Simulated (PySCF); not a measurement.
**UHF on Kr²⁺ (krypton, charge +2)**

Configuration: [Ar] 3d10 4s2 4p4, high-spin 3P determinant. All numbers are calculated (PySCF 2.14, a scalar-relativistic core potential, in cc-pVTZ-PP with ECP10MDF (5s4p3d1f, 39 functions)).

| Item | Value |
| --- | --- |
| Total energy | -460.861544 hartree |
| One-electron energy | -785.4299 hartree |
| Hartree (Coulomb) energy | 355.9271 hartree |
| Exchange energy | -31.3587 hartree |
| ⟨S²⟩ | 2.0077 |
| ⟨L²⟩ | 2.029 |
| Sum of ⟨r⟩ | 19.83 bohr |
| Sum of ⟨r²⟩ | 25.63 bohr² |
| Traceless quadrupole moment −½Σ⟨3z² − r²⟩ along its main axis | -1.41 e·bohr² |
| Time after the integrals | 0.14 s of wall time on 1 thread of Neoverse-V1 (shared host) |

```json
{"shell": "3s α", "electrons": "1", "mean orbital energy (eV)": "-319.84", "spread (eV)": "0", "rms radius, mean of both spins (bohr)": "0.567"}
{"shell": "3s β", "electrons": "1", "mean orbital energy (eV)": "-319.13", "spread (eV)": "0", "rms radius, mean of both spins (bohr)": "0.567"}
{"shell": "3p α", "electrons": "3", "mean orbital energy (eV)": "-256.65", "spread (eV)": "0.902", "rms radius, mean of both spins (bohr)": "0.583"}
{"shell": "3p β", "electrons": "3", "mean orbital energy (eV)": "-255.84", "spread (eV)": "0.060", "rms radius, mean of both spins (bohr)": "0.583"}
{"shell": "3d α", "electrons": "5", "mean orbital energy (eV)": "-127.77", "spread (eV)": "0.831", "rms radius, mean of both spins (bohr)": "0.604"}
{"shell": "3d β", "electrons": "5", "mean orbital energy (eV)": "-127.26", "spread (eV)": "0.374", "rms radius, mean of both spins (bohr)": "0.604"}
{"shell": "4s α", "electrons": "1", "mean orbital energy (eV)": "-57.555", "spread (eV)": "0", "rms radius, mean of both spins (bohr)": "1.62"}
{"shell": "4s β", "electrons": "1", "mean orbital energy (eV)": "-50.714", "spread (eV)": "0", "rms radius, mean of both spins (bohr)": "1.62"}
{"shell": "4p α", "electrons": "3", "mean orbital energy (eV)": "-37.909", "spread (eV)": "2.204", "rms radius, mean of both spins (bohr)": "1.88"}
{"shell": "4p β", "electrons": "1", "mean orbital energy (eV)": "-35.137", "spread (eV)": "0", "rms radius, mean of both spins (bohr)": "1.88"}
```

Energies and moments cover only the electrons outside the core potential.
